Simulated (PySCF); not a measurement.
FeF2 holds Fe(II), d6, at total charge 0. The structure is a PBE0-D3(BJ)/def2-TZVP geometry optimised for multiplicity 5; coordination linear, point group D∞h, metal–donor distances 1.75 Å.

```
3

Fe    0.0000    0.0000    0.0000
F     0.0000    0.0000    1.7523
F     0.0000    0.0000   -1.7523
```

Method (PySCF 2.14, density fitting): CASSCF(6,5) with orbitals averaged over all microstates of the shell, strongly contracted NEVPT2 on the averaged canonical orbitals; basis x2c-TZVPall on the metal, x2c-SVPall elsewhere; spin-free X2C; gas phase; spin-orbit coupling by state interaction with the mean-field operator over all roots.

Question: Which term lies lowest, and with what spin?

Answer: 5Δg (S = 2, orbital degeneracy 2), orbital occupations from the lowest 1.5 1.5 1.0 1.0 1.0, by NEVPT2.

Question: List the excited states of the same spin.

Answer: By NEVPT2: 5Σg+ at 8132 cm⁻¹ (1230 nm); 5Πg at 9383 cm⁻¹ (1066 nm). All are electric-dipole forbidden at this geometry.

Question: Which is the lowest state of another spin?

Answer: 3Φg at 20241 cm⁻¹ by NEVPT2; CASSCF alone puts it at 21337 cm⁻¹ above the same ground state.

Question: Give the fitted ligand-field and repulsion parameters.

Answer: At CASSCF level (the NEVPT2 levels don't fit a ligand-field model well): orbital energies 0, 0, 6770, 6770, 10045 cm⁻¹; B = 1073 cm⁻¹; C = 4178 cm⁻¹; B over its free-ion value at the same level 0.908; rms of the fit 494 cm⁻¹; ζ = 393 cm⁻¹ (free ion 412).

Question: What magnetic behaviour follows?

Answer: Degenerate or low-lying orbital states mix with the ground state, so no spin-only Hamiltonian applies. The lowest spin-orbit level is 2-fold; the next lies at 199.0 cm⁻¹. The two lowest states form a pseudo-doublet split by 0.000 cm⁻¹ with g_z = 12.01. μeff is 6.23 μB at 300 K and 6.05 μB at 10 K; the spin-only value is 4.90 μB.

No frequencies were computed for the optimised geometry. NEVPT2 lifts 5Πg from 7319 to 9383 cm⁻¹; on the d shell alone such lifts tend to overshoot. Gaps between spin states lean to high spin in this active space.

The job took 7.1 s on one thread of Arm Neoverse V1 (shared host), with 76 basis functions, launched as `OMP_NUM_THREADS=1 python lf_run.py task.json out`.
